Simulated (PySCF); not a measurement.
Cl₂GaHS. Atoms are numbered in the order given.

```xyz
5

Ga    -0.0142     0.0063     0.0000
Cl    -1.3373     1.6971     0.0000
Cl     2.1094     0.3614     0.0000
S     -0.8200    -2.0385     0.0000
H      0.4351    -2.5735     0.0000
```
Charge 0, spin multiplicity 1.

Coordinates come from a PBE-D3(BJ)/def2-SVP optimisation. The structure was generated by enumeration; whether it is a known compound was not checked. The values are those of a single conformer.

These are PBE-D3(BJ)/def2-SVP (PySCF) values and carry that method's errors.

Frequencies are harmonic and unscaled.

| mode | ν (cm⁻¹) | IR (km/mol) | moving atoms (share of kinetic energy) |
|---|---|---|---|
| 1 | 103 | 4.5 | S 44 %, Cl 35 %, Ga 17 % |
| 2 | 120 | 6.9 | Cl 75 %, Ga 17 %, S 8 % |
| 3 | 127 | 6.7 | Ga 60 %, Cl 26 %, S 14 % |
| 4 | 263 | 18.1 | H 96 % |
| 5 | 349 | 0.6 | Cl 60 %, S 38 % |
| 6 | 440 | 60.4 | Ga 42 %, Cl 41 %, S 15 % |
| 7 | 447 | 68.5 | Ga 43 %, Cl 41 %, S 16 % |
| 8 | 691 | 5.9 | H 93 % |
| 9 | 2614 | 2.4 | H 97 % |
